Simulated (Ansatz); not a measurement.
`[F][Al]([F])[SH]` + `CO[SiH](C)Cl` → `[F][Al]([SH])[Cl]` + `CO[SiH](C)F`  (redistribution)

Computed with Ansatz on PBE0-D4/def2-TZVP structures; ΔE is electronic, products minus reactants. CCSD(T)/CBS is the MP2 limit (def2-TZVPP, def2-QZVPP) plus CCSD(T) − MP2 in def2-TZVPP, frozen cores. Functionals use def2-TZVPP. One conformer a species, not always the lowest.

```
  level  ΔE (kcal/mol)
ωB97M-V           -6.2
   BLYP           -6.2
```

(1) What does CCSD(T)/CBS give? (Best estimate.)

Largest T1 diagnostic among the species: 0.012.

## Answers

(1) Ansatz gave: -5.9 kcal/mol. The listed levels differ from it by -0.3, -0.3 kcal/mol.

From BLYP to BHLYP (50 % exact exchange), in def2-TZVPP and without D4, ΔE moves by −1.4 kcal/mol. In def2-TZVPP, CCSD(T) changes the Hartree–Fock value by +2.8 kcal/mol (the triples alone add +0.4 kcal/mol) and MP2 by +3.6 kcal/mol. The D4 term adds +1.0 kcal/mol with B3LYP and +0.5 kcal/mol with PBE0; it sums over pairs of atoms, weighted by their polarisabilities, and B3LYP, whose exchange is more repulsive, gets the larger term.

B3LYP here is the variant with VWN-RPA as its local correlation; programs differ in this.
